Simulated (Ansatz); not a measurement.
Abridged output of a molecular run in Ansatz:

```
Functional definition: HF
1097 factors; integrals over basis functions are off by at most 1.0e-3 eV
mean field evaluation 1: about -90513.2119 eV, gradient 3.9e1 eV
mean field evaluation 2: about -90513.2237 eV, gradient 3.9e1 eV
mean field evaluation 4: about -90516.5640 eV, gradient 2.7e0 eV
mean field evaluation 8: about -90516.5967 eV, gradient 1.8e-1 eV
mean field -90516.59677636 eV, -3326.4235771783 hartree, gradient 5.8e-7 eV, S^2 0.000000; 0 other end points of the search recorded, 0 dependent functions left out
21 core orbitals not correlated: weight in the atoms' cores, before any rotation towards them, 1.000 or more for the frozen orbitals, at most 0.000 for the correlated occupied ones
reference -90516.59677636 eV, -3326.4235771783 hartree; 21, 21 occupied and 74, 74 virtual orbitals, 1097 factors
second order -21.50536697 eV of doubles, -0.00000000 eV of singles
cycle   1  -21.88508455 eV  change   -3.8e-1 eV  update   1.0e-1
cycle   2  -22.38725474 eV  change   -5.0e-1 eV  update   2.9e-2
cycle   3  -22.50061664 eV  change   -1.1e-1 eV  update   1.6e-2
cycle   4  -22.48987066 eV  change    1.1e-2 eV  update   3.3e-3
cycle   5  -22.48878655 eV  change    1.1e-3 eV  update   1.4e-3
cycle   6  -22.48936265 eV  change   -5.8e-4 eV  update   4.1e-4
cycle   7  -22.48909040 eV  change    2.7e-4 eV  update   1.4e-4
cycle   8  -22.48901907 eV  change    7.1e-5 eV  update   4.6e-5
cycle   9  -22.48904635 eV  change   -2.7e-5 eV  update   1.7e-5
perturbative correction -0.47023976 eV, -0.0172809925 hartree
Total energy: -90539.55606248 eV, -3327.2673153807 hartree
```

Its atoms:

Cartesian coordinates in Å:
```
O -0.595 -0.821 -1.703
Si 0.645 -0.630 -0.663
F 0.985 -1.996 0.095
Si 0.003 0.919 0.984
Br -2.193 0.541 1.240
H -1.483 -0.804 -1.335
H 1.829 -0.270 -1.473
H 0.651 0.732 2.305
H 0.159 2.330 0.550
```

(1) Which basis set was used?
A. def2-SVP
B. def2-QZVPP
C. def2-TZVPPD
D. cc-pV(T+d)Z

(2) Write the keys of the input that set method, charge and spin (a neutral closed shell needs none for the last two).

Answers

(1) A. It gives 116 functions.

(2) 
```yaml
correlation: {method: ccsd_t}
```
